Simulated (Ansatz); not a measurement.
XGe12: gap (eV) at several levels, gas phase, relaxed structures; Ansatz. Clusters are the lowest isomers that short searches found in that spin, judged at the geometry's level. Core potentials for Mo, Ta in the def2 sets, no spin–orbit coupling. HOMO and LUMO are taken over both spins. The structures are stationary points that may keep the symmetry of their start. Remarks come from the PBE and PBE0 runs and from stability tests at other levels; not every state was tested.

| species | state | geometry | PBE-D4/def2-SVP | PBE-D4/def2-TZVP | r2SCAN-D4/def2-TZVP | PBE0-D4/def2-SVP | PBE0-D4/def2-TZVP | remarks |
| --- | --- | --- | --- | --- | --- | --- | --- | --- |
| Ge12N | doublet | PBE-D4/def2-SVP | 0.30 | 0.30 | 0.55 | 1.47 | 1.48 | – |
| Ge12Mo | singlet | PBE-D4/def2-SVP | 1.17 | 1.15 | 1.26 | 2.29 | 2.27 | restricted SCF unstable in HF |

(1) Estimate the rows for TaGe12 (doublet, PBE-D4/def2-SVP geometry).

(1) 
```csv
species,state,geometry,PBE-D4/def2-SVP,PBE-D4/def2-TZVP,r2SCAN-D4/def2-TZVP,PBE0-D4/def2-SVP,PBE0-D4/def2-TZVP
TaGe12,doublet,PBE-D4/def2-SVP,0.33,0.33,0.62,1.50,1.51
```

Over the 3 species that have every level, the mean is 0.60 at PBE-D4/def2-SVP, 0.59 at PBE-D4/def2-TZVP, 0.81 at r2SCAN-D4/def2-TZVP, 1.75 at PBE0-D4/def2-SVP, 1.75 at PBE0-D4/def2-TZVP. Orbital gaps grow with the share of exact exchange and aren't one observable across functionals.
